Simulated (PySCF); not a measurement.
# Ionisation energy of Eu⁵²⁺ by level of theory

Eu⁵²⁺ [Ne] 3s1 (2S) → Eu⁵³⁺ [Ne] (1S), as a difference of total energies. All numbers are calculated (PySCF 2.14, the spin-free X2C one-electron Hamiltonian (Gaussian nucleus), in an even-tempered Gaussian basis (17 s from 12 bohr⁻², ratio 2.5; 12 p from 16 bohr⁻², ratio 2.5; 4 d from 58 bohr⁻², ratio 2.7; 4 f from 87 bohr⁻², ratio 2.7)). Correlated levels: outer shells: 1s2 frozen; virtual orbitals above 40 to 60 times the deepest correlated orbital energy dropped. The calculations carry no spin-orbit coupling.

```
                method  ionisation energy (eV)
                   UHF                  4839.7
                   LDA                  4842.9
                   PBE                  4847.1
                  PBE0                  4845.4
                r2SCAN                  4838.7
                revPBE                  4846.1
                   M06                  4840.2
    MP2 (outer shells)                  4840.5
SCS-MP2 (outer shells)                  4840.4
```

Breit and QED terms and the two-electron picture change are absent.

For comparison: 4838 ± 4 eV (theoretical estimate listed by NIST; NIST Atomic Spectra Database, ionization energies).
